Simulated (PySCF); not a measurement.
Computed shifts of a molecule C2H8GaN, HF/pcSseg-1 (PySCF), GIAO, gas phase, equivalent atoms averaged, in ppm (number of nuclei): ¹³C: -8.4 (2). ¹H: 1.64 (2), 0.09 (6). ¹⁵N: 38.8 (1). References: ¹³C against TMS (σ = 192.6 ppm); ¹H against TMS (σ = 31.99 ppm); ¹⁵N against NH3 (σ = 267.3 ppm), references at their B3LYP-D3(BJ)/def2-TZVP geometries, non-relativistic. Coordinates come from a B3LYP-D3(BJ)/def2-SVP optimisation. One conformer was computed; it need not be the lowest.

Which structure fits?
A. C[N](C)[GaH2]
B. C[CH2][GaH][NH2]
C. [CH3][Ga]([CH3])[NH2]

C, [CH3][Ga]([CH3])[NH2]
